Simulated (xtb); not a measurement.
xtb input (GFN1-xTB):

```bash
xtb mol.xyz --gfn 1 --opt tight --chrg 0 --uhf 0
```
mol.xyz:
```
12

B      0.16290196     0.73925613     0.22572865
O      0.75277228    -0.45097268    -0.06342708
C      2.15937113    -0.63176044     0.00744539
O     -1.18206628     0.87051336     0.14605547
C     -2.00561088    -0.22813965    -0.24009383
H      0.80315283     1.69319536     0.55449339
H      2.66543467     0.28629043     0.31424497
H      2.52886115    -0.93498051    -0.97318009
H      2.38068207    -1.42142476     0.72685025
H     -1.74811895    -0.57547989    -1.24226965
H     -1.89616423    -1.06148491     0.45622566
H     -3.03656688     0.12067883    -0.23014422
```

Output:

```
           -------------------------------------------------
          |                Calculation Setup                |
           -------------------------------------------------

           -------------------------------------------------
          |                 G F N 1 - x T B                 |
           -------------------------------------------------

        Reference                      10.1021/acs.jctc.7b00118
      * Hamiltonian:
        H0-scaling (s, p, d)           1.850000    2.250000    2.000000
        zeta-weighting                 0.000000
      * Dispersion:
        s8                             2.400000
        a1                             0.630000
        a2                             5.000000
        s9                             0.000000
      * Repulsion:
        kExp                           1.500000
        rExp                           1.000000
      * Coulomb:
        alpha                          2.000000
        third order                    atomic
        anisotropic                    false
      * Halogen bond correction:
        rad-scale                      1.300000
        damping                        0.440000

          ...................................................
          :                      SETUP                      :
          :.................................................:
          :  # basis functions                  34          :
          :  # atomic orbitals                  34          :
          :  # shells                           24          :
          :  # electrons                        30          :
          :  # halogen bonds                     0          :
          :  max. iterations                   250          :
          :  Hamiltonian                  GFN1-xTB          :
          :  restarted?                      false          :
          :  GBSA solvation                  false          :
          :  PC potential                    false          :
          :  electronic temp.          300.0000000     K    :
          :  accuracy                    1.0000000          :
          :  -> integral cutoff          0.2500000E+02      :
          :  -> integral neglect         0.1000000E-07      :
          :  -> SCF convergence          0.1000000E-05 Eh   :
          :  -> wf. convergence          0.2000000E-04 e    :
          :  Broyden damping             0.4000000          :
          :  net charge                          0          :
          :  unpaired electrons                  0          :
          ...................................................

 iter      E             dE          RMSdq      gap      omega  full diag
   1    -18.9510128 -0.189510E+02  0.779E+00    8.52       0.0  T
   2    -19.0387211 -0.877083E-01  0.447E+00    8.19       1.0  T
   3    -19.0399548 -0.123375E-02  0.140E+00    7.45       1.0  T
   4    -19.0410171 -0.106232E-02  0.597E-01    7.99       1.0  T
   5    -19.0446457 -0.362854E-02  0.502E-02    7.77       1.0  T
   6    -19.0446740 -0.283000E-04  0.108E-02    7.76       2.7  T
   7    -19.0446752 -0.126402E-05  0.791E-04    7.76      36.5  T
[...]
        10        2.0000           -0.5534542             -15.0603
        11        2.0000           -0.5035704             -13.7028
        12        2.0000           -0.4877888             -13.2734
        13        2.0000           -0.4769333             -12.9780
        14        2.0000           -0.4610848             -12.5468
        15        2.0000           -0.4527325             -12.3195 (HOMO)
        16                         -0.1703498              -4.6355 (LUMO)
        17                         -0.1402224              -3.8156
        18                         -0.1275162              -3.4699
        19                         -0.0815090              -2.2180
        20                         -0.0741195              -2.0169
        21                         -0.0633550              -1.7240
        22                         -0.0630075              -1.7145
        23                         -0.0453785              -1.2348
        24                          0.0772678               2.1026
        25                          0.0927160               2.5229
        26                          0.1979413               5.3863
       ...                                ...                  ...
        34                          0.5800494              15.7839
      -------------------------------------------------------------
                  HL-Gap            0.2823827 Eh            7.6840 eV
             Fermi-level           -0.3115412 Eh           -8.4775 eV

  Mulliken/CM5 charges         n(s)   n(p)   n(d)
     1B     0.54212  0.35568   0.822  1.636  0.000
     2O    -0.47477 -0.51222   1.664  4.810  0.000
     3C     0.17657  0.06411   0.967  2.857  0.000
     4O    -0.46026 -0.49237   1.664  4.797  0.000
     5C     0.17871  0.06710   0.966  2.855  0.000
     6H    -0.10109  0.01645   1.101  0.000  0.000
     7H     0.01564  0.07638   0.984  0.000  0.000
     8H     0.02465  0.08386   0.975  0.000  0.000
     9H     0.02465  0.08386   0.975  0.000  0.000
    10H     0.02574  0.08760   0.974  0.000  0.000
    11H     0.02574  0.08760   0.974  0.000  0.000
    12H     0.02230  0.08196   0.978  0.000  0.000

Wiberg/Mayer (AO) data.
largest (>0.10) Wiberg bond orders for each atom

 ---------------------------------------------------------------------------
     #   Z sym  total        # sym  WBO       # sym  WBO       # sym  WBO
 ---------------------------------------------------------------------------
     1   5 B    3.239 --     4 O    1.150     2 O    1.100     6 H    0.933
     2   8 O    2.171 --     1 B    1.100     3 C    0.947
     3   6 C    3.916 --     8 H    0.983     9 H    0.983     7 H    0.981
                             2 O    0.947
     4   8 O    2.190 --     1 B    1.150     5 C    0.932
     5   6 C    3.912 --    12 H    0.988    10 H    0.983    11 H    0.983
                             4 O    0.932
     6   1 H    0.991 --     1 B    0.933
     7   1 H    1.010 --     3 C    0.981
     8   1 H    1.016 --     3 C    0.983
     9   1 H    1.016 --     3 C    0.983
    10   1 H    1.011 --     5 C    0.983
    11   1 H    1.011 --     5 C    0.983
    12   1 H    1.018 --     5 C    0.988
 ---------------------------------------------------------------------------

Topologies differ in total number of bonds
Writing topology from bond orders to xtbtopo.mol

 dipole moment from electron density (au)
     X       Y       Z
   0.4998  -0.5353  -0.1096  total (Debye):    1.882

           -------------------------------------------------
          |                Geometry Summary                 |
           -------------------------------------------------

      molecular mass/u    :       73.8868949
   center of mass at/Å    :       -0.0212495       0.0415947       0.0100497
  moments of inertia/u·Å² :        0.3262232E+02   0.1814722E+03   0.2077002E+03
rotational constants/cm⁻¹ :        0.5167514E+00   0.9289376E-01   0.8116330E-01

 * 11 selected distances

     #   Z          #   Z                                           value/Å
     1   5 B        2   8 O                                       1.3725345
     2   8 O        3   6 C                                       1.4075865
     1   5 B        4   8 O                                       1.3563316
     4   8 O        5   6 C                                       1.4168255 (max)
     1   5 B        6   1 H                                       1.1864004
     3   6 C        7   1 H                                       1.0979227
     3   6 C        8   1 H                                       1.0955635
     3   6 C        9   1 H                                       1.0955635
     5   6 C       10   1 H                                       1.0958581
     5   6 C       11   1 H                                       1.0958581
Note: The following floating-point exceptions are signalling: IEEE_DENORMAL
normal termination of xtb
     5   6 C       12   1 H                                       1.0928529 (min)

 * 4 distinct bonds (by element types)

   Z      Z             #   av. dist./Å        max./Å        min./Å
   1 H    5 B           1     1.1864004     1.1864004     1.1864004
   1 H    6 C           6     1.0956031     1.0979227     1.0928529
   5 B    8 O           2     1.3644331     1.3725345     1.3563316
   6 C    8 O           2     1.4122060     1.4168255     1.4075865

optimized geometry written to: xtbopt.xyz

           -------------------------------------------------
          | TOTAL ENERGY              -18.882235960003 Eh   |
          | GRADIENT NORM               0.000131209031 Eh/α |
          | HOMO-LUMO GAP               7.684025645325 eV   |
           -------------------------------------------------

------------------------------------------------------------------------
------------------------------------------------------------------------
 total:
 SCF:
 ANC optimizer:
```
